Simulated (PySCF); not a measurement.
Molybdenum: a sound run and one with changed settings

Sound run: Mo [Kr] 4d5 5s1, Mo+ [Kr] 4d5. All numbers are calculated (PySCF 2.14, scalar relativity through the core potential, in def2-SVP with the def2 core potential (28 electrons)). The sound run starts from symmetry-adapted Hartree-Fock orbitals and uses a fine grid where one is needed.

Changed run: radial step 0.3 in ln r (0.13 in the sound run). This setting is unsound on purpose.

```json
{"species": "Mo", "method": "UHF", "sound run (hartree)": "-67.54537", "changed run (hartree)": "-67.54537", "converged": "yes"}
{"species": "Mo", "method": "B3LYP", "sound run (hartree)": "-68.10136", "changed run (hartree)": "-68.10122", "converged": "yes"}
{"species": "Mo", "method": "TPSS", "sound run (hartree)": "-68.06954", "changed run (hartree)": "-68.07319", "converged": "yes"}
{"species": "Mo+", "method": "UHF", "sound run (hartree)": "-67.31381", "changed run (hartree)": "-67.31381", "converged": "yes"}
{"species": "Mo+", "method": "B3LYP", "sound run (hartree)": "-67.83274", "changed run (hartree)": "-67.83258", "converged": "yes"}
{"species": "Mo+", "method": "TPSS", "sound run (hartree)": "-67.79774", "changed run (hartree)": "-67.80118", "converged": "yes"}
```

Ionisation energy of Mo:

```tsv
method	sound run (eV)	changed run (eV)
UHF	6.301	6.301
B3LYP	7.310	7.310
TPSS	7.396	7.402
```

A coarse radial grid mis-integrates the density and the exchange-correlation energy, with errors of either sign; Hartree-Fock needs no grid.

For comparison, NIST gives 7.092 eV between the lowest levels.
